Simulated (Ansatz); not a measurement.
The same path of C₂H₈BFGeO (14 atoms, charge 0, multiplicity 1) was run twice with different band settings. The coordinate that changes most is the dihedral H7–C1–O2–B3.

These are results of RKS B3LYP/def2-SVP in Ansatz 0.2.0, not measurements.

Relaxed end points:

```xyz
14
Properties=species:S:1:pos:R:3
C -2.313 -1.018 -0.414
O -1.262 -0.234 0.119
B -0.055 -0.726 0.460
C 1.028 0.279 0.989
F 2.139 -0.383 1.530
Ge 1.718 1.441 -0.487
H -2.591 -0.628 -1.406
H -2.019 -2.077 -0.510
H -3.191 -0.944 0.246
H 0.196 -1.904 0.325
H 0.618 0.962 1.757
H 2.892 2.275 0.065
H 0.602 2.372 -1.004
H 2.228 0.555 -1.642
```

```xyz
14
Properties=species:S:1:pos:R:3
C -2.241 -1.189 -0.340
O -1.201 -0.409 0.222
B 0.083 -0.808 0.290
C 1.134 0.190 0.891
F 2.373 -0.425 1.121
Ge 1.477 1.716 -0.360
H -1.868 -2.163 -0.700
H -3.019 -1.357 0.421
H -2.693 -0.640 -1.182
H 0.422 -1.891 -0.138
H 0.783 0.640 1.838
H 2.643 2.549 0.207
H 0.216 2.592 -0.497
H 1.877 1.166 -1.745
```

Common settings: climbing image yes; spring 5.0 eV/Å²; optimiser quadratic models (default); start path IDPP; force threshold 0.05 eV/Å; end points relaxed.

| run | movable images | iteration limit |
| --- | --- | --- |
| 1 | 9 | 30 |
| 2 | 2 | 60 |

Task: What does each run give, and how far can it be trusted?

Result: Run 1: converged after 5 iterations, highest image 0.034 eV above the first end. A vibrational analysis at the climbing image gives one clearly imaginary mode, 119i cm⁻¹: a first-order saddle point.
Run 2: converged after 6 iterations, highest image 0.034 eV above the first end. Another band between the same ends (9 images) ends at a top of the same energy, where a vibrational analysis finds 1 clearly imaginary mode. So few images can step over the top or miss a turn of the path.
